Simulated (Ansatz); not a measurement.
Basis-set series for `C#CC[SiH2][GaH2]`. The species carries charge 0 and has multiplicity 1. All single points use the PBE0-D4/def2-TZVP geometry. It is one conformer, not always the lowest.

Cartesian coordinates in Å:
```
C 1.136 -0.724 -1.433
C 0.025 -0.841 -0.962
C -1.233 -0.825 -0.259
Si -0.926 0.549 1.078
Ga 1.366 0.980 0.405
H 2.053 -0.763 -1.976
H -2.058 -0.567 -0.926
H -1.442 -1.794 0.200
H -1.192 -0.053 2.416
H -1.947 1.615 0.870
H 1.678 2.184 -0.558
H 2.540 0.240 1.145
```

| functional | basis | functions | energy (Eh) | HOMO (eV) | LUMO (eV) |
| --- | --- | --- | --- | --- | --- |
| PBE0-D4 | def2-SVP | 127 | -2331.85625 | -7.14 | -0.89 |
| PBE0-D4 | def2-QZVPP | 540 | -2332.39336 | -7.12 | -1.03 |
| ωB97M-V | def2-SVP | 127 | -2332.17575 | -9.14 | 0.94 |
| ωB97M-V | def2-QZVPP | 540 | -2332.71717 | -9.15 | 0.52 |

Q: Give the rows for def2-TZVPP. (Estimate.)

A: Ansatz gave: 
| functional | basis | functions | energy (Eh) | HOMO (eV) | LUMO (eV) |
| --- | --- | --- | --- | --- | --- |
| PBE0-D4 | def2-TZVPP | 281 | -2332.33380 | -7.12 | -0.98 |
| ωB97M-V | def2-TZVPP | 281 | -2332.65983 | -9.15 | 0.74 |

Positive LUMOs are unbound and depend on the basis. Scalar relativity is left out up to krypton.
